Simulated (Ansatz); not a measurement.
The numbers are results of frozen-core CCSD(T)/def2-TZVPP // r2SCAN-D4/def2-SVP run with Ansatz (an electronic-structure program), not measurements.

Ansatz 0.2 input:
```yaml
crystal:
  periodic: [false, false, false]
  atoms:
    - { symbol: W, position_ang: [-0.019997, 0.022885, 0.049306] }
    - { symbol: Cl, position_ang: [1.283898, 1.255835, 1.469758] }
    - { symbol: Cl, position_ang: [-0.893456, -1.238309, 1.747614] }
    - { symbol: Cl, position_ang: [-1.739407, 1.531688, 0.119593] }
    - { symbol: F, position_ang: [0.712363, 0.930937, -1.404741] }
    - { symbol: F, position_ang: [1.365657, -1.208559, -0.147373] }
    - { symbol: F, position_ang: [-0.969334, -0.995583, -1.190314] }
basis:
  gaussian: { orbitals: def2-TZVPP }
correlation:
  method: ccsd_t
```

Output:

```
Functional definition: HF
1765 factors; integrals over basis functions are off by at most 5.6e-4 eV
mean field evaluation 1: about -47433.1749 eV, gradient 7.7e1 eV
mean field evaluation 2: about -47433.5326 eV, gradient 7.8e1 eV
mean field evaluation 4: about -47445.0226 eV, gradient 7.4e0 eV
mean field evaluation 8: about -47445.1903 eV, gradient 1.4e0 eV
mean field evaluation 16: about -47445.1969 eV, gradient 2.1e-6 eV
mean field -47445.19685226 eV, -1743.5788248111 hartree, gradient 2.1e-6 eV, S^2 0.000000; 0 other end points of the search recorded, 0 dependent functions left out
18 core orbitals not correlated
reference -47445.19685226 eV, -1743.5788248111 hartree; 28, 28 occupied and 229, 229 virtual orbitals, 1765 factors
second order -50.19893881 eV of doubles, -0.00000000 eV of singles
cycle   1  -47.47113549 eV  change     2.7e0 eV  update   3.2e-1
cycle   2  -49.33370474 eV  change    -1.9e0 eV  update   2.1e-1
cycle   3  -49.76938755 eV  change   -4.4e-1 eV  update   5.4e-2
cycle   4  -49.74008455 eV  change    2.9e-2 eV  update   2.2e-2
cycle   5  -49.71097258 eV  change    2.9e-2 eV  update   7.0e-3
cycle   6  -49.71111570 eV  change   -1.4e-4 eV  update   2.7e-3
cycle   7  -49.71256657 eV  change   -1.5e-3 eV  update   1.3e-3
cycle   8  -49.71232451 eV  change    2.4e-4 eV  update   4.2e-4
cycle   9  -49.71225712 eV  change    6.7e-5 eV  update   2.4e-4
cycle  10  -49.71262467 eV  change   -3.7e-4 eV  update   1.2e-4
cycle  11  -49.71251486 eV  change    1.1e-4 eV  update   7.2e-5
cycle  12  -49.71237474 eV  change    1.4e-4 eV  update   2.6e-5
cycle  13  -49.71242285 eV  change   -4.8e-5 eV  update   9.6e-6
perturbative correction -2.56984895 eV, -0.0944402070 hartree
Total energy: -47497.47912406 eV, -1745.5001628616 hartree
```

Cost: roughly 40 core-minutes.
